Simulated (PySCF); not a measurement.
**Telling isomers of C6H6F4O apart by NMR**

PySCF 2.14.0 with density-fitted response routines calculation with geometry: GFN2-xTB and σ from GIAO-PBE0/pcSseg-1; no relativistic terms, one computed conformer, rapidly exchanging positions averaged, in vacuum.

δ = σ(ref) − σ, references computed at the same level: 1H (σref 31.72), 13C (σref 186.93) against TMS. Splittings of carbon signals by F and P are missing where no couplings were computed. Where no couplings were computed, multiplicities follow the n + 1 count of equivalent neighbours, and m marks all less simple cases (inequivalent or close neighbours, rings, F or P nearby). Shifts are as computed. Against solution values, carbons near 30 ppm lie about +3 ppm off and those near 130 ppm about +5 ppm. Of 1211 compounds with measured shifts, 218 miss one by over three times the rms of a fit or turn the order of signals round; such compounds aren't used in these exercises.

(1) Tabulate the signals of `C[C@@]1(C(=O)F)C[C@H]1C(F)(F)F`, `C/C(C(=O)F)=C(\C)C(F)(F)F`, `C[C@@]1(F)CO[C@@H]1C(F)=C(F)F`, `F[C@@H]1CCC(C(F)(F)F)=CO1`, `FC(F)(F)CO[C@@]1(F)[C@@H]2C[C@@H]21` and their relative energies.

(2) What is the quickest way to tell C[C@@]1(C(=O)F)C[C@H]1C(F)(F)F from F[C@@H]1CCC(C(F)(F)F)=CO1?

(3) What is the quickest way to tell C[C@@]1(C(=O)F)C[C@H]1C(F)(F)F from FC(F)(F)CO[C@@]1(F)[C@@H]2C[C@@H]21?

(4) What is the quickest way to tell C/C(C(=O)F)=C(\C)C(F)(F)F from C[C@@]1(F)CO[C@@H]1C(F)=C(F)F?

Answers

(1) 
```json
{"SMILES": "C[C@@]1(C(=O)F)C[C@H]1C(F)(F)F", "carbon types": "3×C 1×CH 1×CH2 1×CH3", "δC": "175.3, 134.2, 33.8, 25.8, 24.2, 15.2", "δH": "2.31 (m, 1H), 1.67 (s, 3H), 1.57 (m, 1H), 1.44 (m, 1H)", "E rel. (kcal/mol)": "0.0"}
{"SMILES": "C/C(C(=O)F)=C(\\C)C(F)(F)F", "carbon types": "4×C 2×CH3", "δC": "168.0, 148.3, 137.1, 132.1, 19.4, 18.0", "δH": "2.24 (s, 3H), 2.16 (s, 3H)", "E rel. (kcal/mol)": "5.0"}
{"SMILES": "C[C@@]1(F)CO[C@@H]1C(F)=C(F)F", "carbon types": "3×C 1×CH 1×CH2 1×CH3", "δC": "170.3, 137.0, 96.8, 90.8, 83.4, 24.9", "δH": "5.09 (m, 1H), 4.99 (m, 1H), 4.52 (m, 1H), 1.70 (m, 3H)", "E rel. (kcal/mol)": "60.4"}
{"SMILES": "F[C@@H]1CCC(C(F)(F)F)=CO1", "carbon types": "2×C 2×CH 2×CH2", "δC": "151.1, 133.3, 112.8, 107.3, 27.9, 16.5", "δH": "7.22 (m, 1H), 6.13 (m, 1H), 2.66 (m, 1H), 2.23 (m, 1H), 2.13 (m, 1H), 1.55 (m, 1H)", "E rel. (kcal/mol)": "4.8"}
{"SMILES": "FC(F)(F)CO[C@@]1(F)[C@@H]2C[C@@H]21", "carbon types": "2×C 2×CH 2×CH2", "δC": "133.4, 117.4, 68.4, 17.3, 17.0", "δH": "4.35 (m, 2H), 2.52 (m, 2H), 1.32 (m, 1H), 1.32 (m, 1H)", "E rel. (kcal/mol)": "55.5"}
```

Energies are electronic energies at PBE0/pcSseg-1 on these geometries, without zero-point or thermal terms, each for the one conformer computed, which needn't be the lowest.

(2) Both give the same number of carbon signals, but DEPT or the intensities differ. The first has a three-membered-ring carbon (CH) at 33.8 ppm, the second an alkene carbon bearing oxygen (CH) at 151.1 ppm. Their most deshielded carbons lie at 175.3 and 151.1 ppm. In the proton spectra the most deshielded non-exchanging signals are 2.31 (m, 1H) and 7.22 (m, 1H).

(3) Count the carbon signals: 6 against 5. The first has a three-membered-ring carbon (C) at 24.2 ppm, the second an sp3 CH2 bonded to O at 68.4 ppm. Their most deshielded carbons lie at 175.3 and 133.4 ppm. In the proton spectra the most deshielded non-exchanging signals are 2.31 (m, 1H) and 4.35 (m, 2H).

(4) Both give the same number of carbon signals, but DEPT or the intensities differ. The first has a β carbon of a C=C–C=O unit (C) at 148.3 ppm, the second an allylic sp3 CH bonded to O at 90.8 ppm. Their most deshielded carbons lie at 168.0 and 170.3 ppm. In the proton spectra the most deshielded non-exchanging signals are 2.24 (s, 3H) and 5.09 (m, 1H).
